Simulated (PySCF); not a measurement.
C3S2, SMILES S=C=C=C=S. Atoms are numbered in the order given.

```xyz
5

S      0.0000     0.0000    -2.8402
C      0.0000     0.0000    -1.2831
C      0.0000     0.0000     0.0000
C      0.0000     0.0000     1.2831
S      0.0000     0.0000     2.8402
```
Charge 0, spin multiplicity 1.

Coordinates come from a PBE0-D3(BJ)/def2-SVP optimisation.

Level of theory: PySCF with PBE0/pcJ-1.

Isotropic couplings with Fermi-contact, spin-dipole and both spin-orbit terms, one fixed conformer, no vibrational averaging. Isotopes: 13C.

Computed spin–spin coupling constants:
| pair | bonds apart | J (Hz) |
|---|---|---|
| C2–C3 | 1 | 184.5 |
| C3–C4 | 1 | 184.5 |
| C2–C4 | 2 | 24.2 |
